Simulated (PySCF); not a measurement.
Mg(H)(iPr) (C₃H₈Mg), SMILES C[CH](C)[MgH]. Geometry: r2SCAN-D4/def2-SVP. The structure was generated by enumeration; whether it is a known compound was not checked.

Give the equilibrium geometry at r2SCAN-D4/def2-SVP (PySCF confirms it by a frequency run) as Cartesian coordinates in Å, and its point group. (The exact figures need the calculation; the answer reports its results.)

point group Cs.
```xyz
12

Mg     1.7032     0.0238     0.0000
H      3.3830     0.3582     0.0000
C     -0.3886    -0.3858     0.0000
C     -1.0997     0.1281     1.2597
C     -1.0997     0.1281    -1.2597
H     -0.4829    -1.4926     0.0000
H     -2.1799    -0.1270     1.2573
H     -1.0470     1.2292     1.3476
H     -0.6784    -0.2890     2.1913
H     -0.6784    -0.2890    -2.1913
H     -2.1799    -0.1270    -1.2573
H     -1.0470     1.2292    -1.3476
```
Charge 0, spin multiplicity 1.
